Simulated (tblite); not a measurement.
Record of a relaxation.

Compound: C6H10GeNP.
Bonds: P1–Ge2, Ge2–C3, C3–C4, C4–C5 (aromatic), C5–C6 (aromatic), C6–C7 (aromatic), C7–C8 (aromatic), C8–N9 (aromatic), C4–N9 (aromatic). Hydrogens: H10, H11 on P1; H12, H13 on Ge2; H14, H15 on C3; H16 on C5; H17 on C6; H18 on C7; H19 on C8.

Computed with GFN2-xTB (tblite), gas phase: L-BFGS steps from a force-field or distance-geometry start until the largest atomic force falls under 0.01 eV/Å. 6 of its 132 geometries are shown.

Step 0: E = -686.6308 eV, largest atomic force 2.298 eV/Å
```
atom  x, y, z in Å  |  force x, y, z in eV/Å
P1     -2.625    1.105   -0.245    0.585   1.531  -0.144
Ge2    -2.277   -1.043    0.018   -1.558  -0.990   0.294
C3     -0.497   -1.585    0.562    1.334  -0.810   0.294
C4      0.541   -0.556    0.279    0.257   0.933   1.893
C5      1.248   -0.511   -0.892    0.045  -0.260  -0.886
C6      2.198    0.471   -1.063    0.072  -0.096  -0.222
C7      2.420    1.368   -0.038    0.947   0.950  -0.127
C8      1.713    1.302    1.147   -1.272  -1.777  -0.712
N9      0.784    0.330    1.284    0.181   0.175  -0.410
H10    -3.059    1.897    0.846    0.007  -0.666  -1.172
H11    -2.721    1.635   -1.557   -0.357  -0.371   1.216
H12    -2.639   -1.829   -1.264    0.060   0.344   0.194
H13    -3.244   -1.616    1.137    0.321   0.293  -0.519
H14    -0.449   -1.817    1.639   -0.218   0.190  -0.322
H15    -0.239   -2.532    0.031   -0.157   0.606   0.245
H16     1.052   -1.230   -1.682   -0.015   0.042   0.098
H17     2.753    0.505   -1.996    0.000   0.159   0.241
H18     3.185    2.131   -0.189   -0.183  -0.090   0.150
H19     1.847    1.982    1.977   -0.049  -0.162  -0.109
```

Step 26: E = -688.3334 eV, largest atomic force 0.051 eV/Å
```
atom  x, y, z in Å  |  force x, y, z in eV/Å
P1     -2.117    1.348   -0.212   -0.015   0.020  -0.012
Ge2    -2.252   -0.936    0.043    0.028   0.027  -0.033
C3     -0.456   -1.624    0.586    0.016  -0.034   0.017
C4      0.568   -0.585    0.314   -0.019   0.010   0.000
C5      1.250   -0.519   -0.899    0.019  -0.017   0.008
C6      2.197    0.471   -1.081    0.019  -0.003   0.003
C7      2.429    1.374   -0.053   -0.025   0.022  -0.001
C8      1.662    1.260    1.094   -0.001  -0.028   0.004
N9      0.758    0.314    1.276   -0.017  -0.008   0.020
H10    -3.177    1.585    0.652    0.010   0.022  -0.002
H11    -2.962    1.333   -1.316   -0.023   0.026   0.020
H12    -2.656   -1.614   -1.260    0.017   0.005   0.033
H13    -3.288   -1.420    1.041   -0.008  -0.010  -0.015
H14    -0.479   -1.826    1.655    0.001  -0.004   0.037
H15    -0.230   -2.548    0.058    0.010  -0.022  -0.029
H16     1.039   -1.243   -1.673    0.013  -0.010  -0.008
H17     2.752    0.537   -2.006   -0.004   0.000  -0.005
H18     3.172    2.150   -0.146   -0.008   0.006  -0.016
H19     1.780    1.953    1.919   -0.015  -0.002  -0.022
```

Step 52: E = -688.3555 eV, largest atomic force 0.104 eV/Å
```
atom  x, y, z in Å  |  force x, y, z in eV/Å
P1     -2.070    1.382   -0.262   -0.054   0.058  -0.015
Ge2    -2.216   -0.896    0.009    0.030  -0.019  -0.069
C3     -0.460   -1.659    0.588    0.030  -0.041  -0.015
C4      0.587   -0.639    0.333   -0.030   0.038  -0.017
C5      1.331   -0.621   -0.846   -0.014   0.042  -0.010
C6      2.205    0.427   -1.066   -0.035   0.049  -0.007
C7      2.331    1.409   -0.094    0.091  -0.033   0.039
C8      1.579    1.282    1.062   -0.045   0.034  -0.048
N9      0.709    0.307    1.259    0.043  -0.017   0.018
H10    -2.890    1.670    0.822    0.050  -0.019  -0.023
H11    -3.151    1.393   -1.145    0.041   0.013   0.085
H12    -2.540   -1.512   -1.342   -0.029  -0.024   0.005
H13    -3.308   -1.411    0.926   -0.027  -0.010  -0.004
H14    -0.515   -1.888    1.650    0.051   0.035   0.003
H15    -0.249   -2.571    0.035   -0.028  -0.069   0.001
H16     1.213   -1.401   -1.586   -0.039  -0.021   0.063
H17     2.769    0.487   -1.986    0.007  -0.011   0.025
H18     2.997    2.247   -0.230    0.021  -0.010   0.007
H19     1.667    2.002    1.867   -0.064   0.004  -0.036
```

Step 79: E = -688.4395 eV, largest atomic force 0.079 eV/Å
```
atom  x, y, z in Å  |  force x, y, z in eV/Å
P1     -1.963    1.352   -0.277   -0.016   0.046   0.023
Ge2    -2.224   -0.920   -0.141    0.002  -0.053  -0.038
C3     -0.502   -1.679    0.547   -0.038   0.025   0.002
C4      0.518   -0.636    0.283    0.027  -0.009   0.025
C5      1.402   -0.703   -0.790    0.015  -0.011   0.004
C6      2.273    0.349   -1.005    0.002   0.015  -0.003
C7      2.245    1.434   -0.140    0.018  -0.021   0.007
C8      1.317    1.419    0.887    0.052  -0.046   0.037
N9      0.472    0.423    1.090   -0.039   0.020  -0.040
H10    -2.027    1.528    1.091   -0.017   0.004   0.027
H11    -3.325    1.581   -0.435   -0.023  -0.006  -0.011
H12    -2.464   -1.490   -1.530   -0.003   0.020   0.017
H13    -3.384   -1.462    0.676   -0.008  -0.010   0.010
H14    -0.606   -1.831    1.619    0.022   0.002   0.018
H15    -0.255   -2.626    0.072    0.004   0.020  -0.024
H16     1.393   -1.564   -1.442    0.010  -0.008  -0.005
H17     2.958    0.326   -1.841    0.024   0.008   0.013
H18     2.917    2.269   -0.264   -0.015  -0.011  -0.019
H19     1.245    2.237    1.593   -0.017   0.015  -0.041
```

Step 105: E = -688.5376 eV, largest atomic force 0.093 eV/Å
```
atom  x, y, z in Å  |  force x, y, z in eV/Å
P1     -2.204    1.416    0.249   -0.053   0.047   0.008
Ge2    -2.315   -0.826   -0.166   -0.005  -0.066   0.053
C3     -0.549   -1.593    0.364    0.021   0.003  -0.012
C4      0.490   -0.570    0.091    0.066  -0.014   0.027
C5      1.625   -0.828   -0.675   -0.029   0.048   0.007
C6      2.571    0.169   -0.834   -0.023   0.000   0.090
C7      2.363    1.394   -0.214    0.005  -0.019  -0.033
C8      1.177    1.579    0.474    0.020   0.036   0.053
N9      0.268    0.631    0.625    0.013  -0.005  -0.052
H10    -2.265    1.254    1.625    0.002  -0.028  -0.049
H11    -3.596    1.556    0.152    0.047   0.022   0.031
H12    -2.535   -1.115   -1.640    0.000   0.002   0.010
H13    -3.390   -1.652    0.528    0.004   0.018  -0.031
H14    -0.583   -1.785    1.438   -0.025   0.033   0.007
H15    -0.322   -2.534   -0.134    0.000  -0.004  -0.049
H16     1.762   -1.796   -1.132   -0.012  -0.025  -0.005
H17     3.459   -0.008   -1.421    0.035  -0.006   0.001
H18     3.096    2.184   -0.267   -0.038  -0.003  -0.069
H19     0.941    2.533    0.930   -0.028  -0.039   0.015
```

Step 131: E = -688.5477 eV, largest atomic force 0.010 eV/Å
```
atom  x, y, z in Å  |  force x, y, z in eV/Å
P1     -2.235    1.427    0.345   -0.001   0.000   0.002
Ge2    -2.326   -0.794   -0.191   -0.001   0.006   0.001
C3     -0.564   -1.586    0.319    0.000   0.000   0.004
C4      0.494   -0.573    0.076   -0.002   0.004   0.009
C5      1.677   -0.862   -0.600    0.002   0.001  -0.002
C6      2.616    0.140   -0.769    0.000   0.004   0.001
C7      2.349    1.403   -0.262   -0.002   0.002   0.000
C8      1.138    1.604    0.378   -0.002   0.000   0.000
N9      0.241    0.648    0.541   -0.001  -0.003  -0.005
H10    -2.189    1.165    1.704    0.003  -0.002  -0.004
H11    -3.629    1.557    0.372   -0.002  -0.002  -0.003
H12    -2.524   -1.014   -1.679    0.003   0.005   0.001
H13    -3.411   -1.654    0.439    0.000  -0.007  -0.001
H14    -0.607   -1.802    1.388    0.001  -0.002   0.003
H15    -0.348   -2.516   -0.203    0.001   0.002  -0.002
H16     1.852   -1.856   -0.983   -0.003  -0.006  -0.002
H17     3.542   -0.060   -1.288    0.000   0.000  -0.001
H18     3.055    2.211   -0.369    0.003  -0.007  -0.003
H19     0.861    2.571    0.774    0.001   0.004   0.004
```

**Question.** Summarise the path.

**Answer.** The energy falls by 44.21 kcal/mol from step 0 to step 131; nine tenths of that is first reached at step 53. It rises by more than 0.2 meV at step 55. The largest force goes from 2.298 to 0.010 eV/Å. Among the bonds P1–Ge2 changes most, from 2.192 to 2.286 Å; the atoms move by 0.958 Å rms after alignment.

**Question.** Follow the three bonds and two angles with the largest change from start to end.

**Answer.** 
```
step  E above end (kcal/mol)  largest force (eV/Å)  P1–Ge2 (Å)  Ge2–H13 (Å)  Ge2–C3 (Å)  Ge2–P1–H10 (°)  H10–P1–H11 (°)
   0                   44.21                 2.298       2.192        1.586       1.939           120.3           118.9
   6                   11.50                 0.914       2.324        1.535       2.058           105.3            90.5
  11                    6.83                 0.472       2.363        1.524       2.012            96.8            89.4
  17                    5.38                 0.155       2.306        1.517       1.988            94.6            91.9
  23                    4.99                 0.096       2.301        1.525       2.001            93.2            91.8
  28                    4.92                 0.098       2.305        1.514       1.999            93.2            91.8
  34                    4.84                 0.056       2.308        1.520       2.005            93.3            91.3
  40                    4.77                 0.069       2.307        1.519       2.003            93.8            91.6
  46                    4.66                 0.086       2.309        1.518       2.000            93.4            91.4
  51                    4.47                 0.092       2.298        1.522       2.000            94.4            91.9
  57                    4.13                 0.102       2.305        1.521       2.008            94.7            92.6
  63                    3.57                 0.145       2.297        1.511       2.007            95.8            91.9
  68                    2.73                 0.141       2.294        1.517       2.004            94.5            92.3
  74                    2.55                 0.046       2.296        1.520       2.002            93.6            93.1
  80                    2.47                 0.081       2.292        1.520       2.004            93.5            92.5
  85                    2.33                 0.102       2.294        1.521       1.999            93.5            93.0
  91                    1.80                 0.287       2.293        1.524       2.001            93.6            92.7
  97                    0.81                 0.165       2.279        1.523       2.000            94.9            91.8
 103                    0.32                 0.074       2.286        1.522       1.997            93.8            92.0
 108                    0.15                 0.077       2.289        1.520       1.998            93.1            92.0
 114                    0.07                 0.070       2.283        1.520       1.995            92.9            91.9
 120                    0.02                 0.027       2.286        1.522       1.999            93.0            92.0
 125                    0.01                 0.020       2.286        1.520       1.999            92.7            91.8
 131                    0.00                 0.010       2.286        1.521       1.998            92.7            91.8
```

The cost below is that of the whole relaxation. The run took 1.2 s wall on an Arm Neoverse V1 with one thread, no GPU, shared host.
